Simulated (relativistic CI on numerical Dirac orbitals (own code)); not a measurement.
**Mn²⁺ (3d5) in a crystal field**

Calculated by Dirac-Coulomb-Breit CI, orbitals from a KLI potential per configuration, a model potential for QED, valence Slater integrals scaled by 0.9, one configuration in a parametric crystal field (own radial code). With so little scaling, terms lie 10 to 35 % too far apart, which can change the order of excited levels.

Field parameters in Wybourne normalisation: D4h B²₀ = −7Ds, B⁴₀ = 21(Dq − Dt), B⁴₄ = 21√(5/14) Dq; Td as Oh with Dq negative (B⁴₀ = 21Dq, B⁴₄ = √(5/14) B⁴₀). The field is a parameter set, without covalency.

S and J are read from ⟨S²⟩ = S(S + 1) and ⟨J²⟩ = J(J + 1) of each level; they are not fictitious spins.

D4h, 10Dq = 17250, Ds = 1320, Dt = -170 cm⁻¹, the lowest 10 levels:

```
E (cm⁻¹)  Degeneracy  Irrep     S     J
     0.0           2     Γ7  2.50  2.50
     0.6           2     Γ7  2.50  2.50
     0.9           2     Γ6  2.50  2.50
    8700           2     Γ7  0.53  4.58
   11750           2     Γ6  1.48  3.64
   11754           2     Γ6  1.49  3.58
   11781           2     Γ7  1.45  3.70
   11916           2     Γ7  1.49  3.64
   12650           2     Γ7  0.68  4.55
   13011           2     Γ6  0.61  4.46
```

Principal g values of the ground doublet: 0.15, 0.15, 10.00.

Td, 10Dq = -9650 cm⁻¹, the lowest 10 levels:

```json
{"E (cm⁻¹)": "0.0", "Degeneracy": "6", "Irrep": "Γ7+Γ8", "S": "2.50", "J": "2.50"}
{"E (cm⁻¹)": "21048", "Degeneracy": "2", "Irrep": "Γ6", "S": "1.50", "J": "3.29"}
{"E (cm⁻¹)": "21072", "Degeneracy": "4", "Irrep": "Γ8", "S": "1.50", "J": "3.53"}
{"E (cm⁻¹)": "21106", "Degeneracy": "2", "Irrep": "Γ7", "S": "1.50", "J": "3.92"}
{"E (cm⁻¹)": "21121", "Degeneracy": "4", "Irrep": "Γ8", "S": "1.50", "J": "3.89"}
{"E (cm⁻¹)": "25719", "Degeneracy": "2", "Irrep": "Γ6", "S": "1.50", "J": "4.77"}
{"E (cm⁻¹)": "25720", "Degeneracy": "4", "Irrep": "Γ8", "S": "1.50", "J": "4.82"}
{"E (cm⁻¹)": "25789", "Degeneracy": "4", "Irrep": "Γ8", "S": "1.49", "J": "3.75"}
{"E (cm⁻¹)": "25869", "Degeneracy": "2", "Irrep": "Γ7", "S": "1.50", "J": "2.98"}
{"E (cm⁻¹)": "27482", "Degeneracy": "4", "Irrep": "Γ8", "S": "0.53", "J": "4.65"}
```

Td, 10Dq = -9400 cm⁻¹, the lowest 10 levels:

| E (cm⁻¹) | Degeneracy | Irrep | S | J |
| --- | --- | --- | --- | --- |
| 0.0 | 6 | Γ7+Γ8 | 2.50 | 2.50 |
| 21283 | 2 | Γ6 | 1.50 | 3.30 |
| 21306 | 4 | Γ8 | 1.50 | 3.54 |
| 21340 | 2 | Γ7 | 1.50 | 3.92 |
| 21355 | 4 | Γ8 | 1.50 | 3.89 |
| 25855 | 2 | Γ6 | 1.50 | 4.79 |
| 25856 | 4 | Γ8 | 1.50 | 4.83 |
| 25931 | 4 | Γ8 | 1.49 | 3.75 |
| 26009 | 2 | Γ7 | 1.50 | 2.97 |
| 27929 | 4 | Γ8 | 0.52 | 4.67 |

The free-ion ground term has S = 5/2. Every field shown keeps that spin.

Levels of this model without a field, named by their leading LS term: ⁶S5/2 0, ⁴G11/2 28224, ⁴G9/2 28251, ⁴G7/2 28261, ⁴G5/2 28263, ⁴P5/2 32563, ⁴P3/2 32601, ⁴P1/2 32639 cm⁻¹.
